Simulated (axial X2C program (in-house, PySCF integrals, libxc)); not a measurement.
# Testing model relations on BeCl

A bond curve at the PBE0 level, with spin–orbit coupling, was computed with an axial X2C code built on PySCF integrals (basis Cl dyall-av3z [9s8p3d2f], Be dyall-cv3z [8s8p3d1f] (cores contracted in-house)) for the state Ω = 1/2 (⟨Sz⟩ = 0.50, ⟨Lz⟩ = 0.00 at PBE0). Its fit gives Re = 1.8030 Å, ωe = 838.1 cm⁻¹, ωexe = 5.04 cm⁻¹ and αe = 6.683e-03 cm⁻¹; the masses are 34.9689 and 9.0122 u. Two-component means X2C with spin–orbit coupling and atomic mean-field Coulomb and Gaunt terms.

Find the reduced mass, Be and the force constant.

From the PBE0 values: μ = 7.1655 u. Be = 16.8576/(μ Re²) = 0.7237 cm⁻¹. k = 5.8918×10⁻⁷ μ ωe² = 2.97 mdyn/Å.

Estimate the centrifugal constant by the Kratzer relation.

D = 4Be³/ωe² = 2.16e-06 cm⁻¹.

A Morse curve ties αe to the other constants (Pekeris). How well does that hold?

αe(Morse) = 6Be²/ωe × (√(ωexe/Be) − 1) = 6.145e-03 cm⁻¹; the PBE0 curve gives 6.683e-03 cm⁻¹, a ratio of 0.92.

Where do the fundamental and the first overtone lie?

ν(1←0) = ωe − 2ωexe = 828.0 cm⁻¹; ν(2←0) = 2ωe − 6ωexe = 1646.0 cm⁻¹.

The dipole moment p changes by 4.68 D/Å at Re. What harmonic infrared intensity follows?

I = 42.256 × (dp/dR)²/μ = 130 km/mol.

One determinant describes the state; a PBE0 search over occupations chose it and may have missed a lower one. Density functionals use the spin component along the axis (collinear).
